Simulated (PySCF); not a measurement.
Cl5Ta, charge -1, doublet, geometry from GFN2-xTB (such geometries of metal compounds can be far from the true shape) (the multiplicity is a formal guess) (core potentials on Ta) (a gas-phase anion, which may not be bound at this level); DF-M062X/def2-SV(P) in PySCF.

PySCF was given this input:
```python
from pyscf import gto, scf, dft

mol = gto.M(
    atom='''
Ta    0.051447    0.042078   -0.036447
Cl    1.739074   -0.590138    1.590680
Cl   -1.619726    0.687750   -1.675230
Cl    0.075862    2.185137    0.776983
Cl    1.133469   -1.196055   -1.633701
Cl   -1.549601   -1.267380    1.097773
''',
    basis='def2-sv(p)',
    ecp={'Ta': 'def2-sv(p)'},
    charge=-1,
    spin=1,
    verbose=3,
)

mf = dft.UKS(mol)
mf.xc = 'm062x'
mf.grids.prune = dft.gen_grid.sg1_prune
mf = mf.density_fit(auxbasis='def2-universal-jkfit')
mf.kernel()
```

Question: Write the output that PySCF gives for this input, abridged.

Answer: 
```
Traceback (most recent call last):
  File "input.py", line 23, in <module>
  File "<string>", line 2, in kernel
  File "site-packages/pyscf/scf/hf.py", line 2099, in scf
  File "site-packages/pyscf/scf/hf.py", line 132, in kernel
  File "site-packages/pyscf/dft/uks.py", line 42, in get_veff
  File "site-packages/pyscf/dft/uks.py", line 192, in initialize_grids
  File "site-packages/pyscf/dft/rks.py", line 506, in initialize_grids
  File "site-packages/pyscf/dft/gen_grid.py", line 653, in build
  File "<string>", line 6, in gen_atomic_grids
  File "site-packages/pyscf/dft/gen_grid.py", line 318, in gen_atomic_grids
  File "site-packages/pyscf/dft/gen_grid.py", line 81, in sg1_prune
IndexError: index 73 is out of bounds for axis 0 with size 19
```

The run crashed.
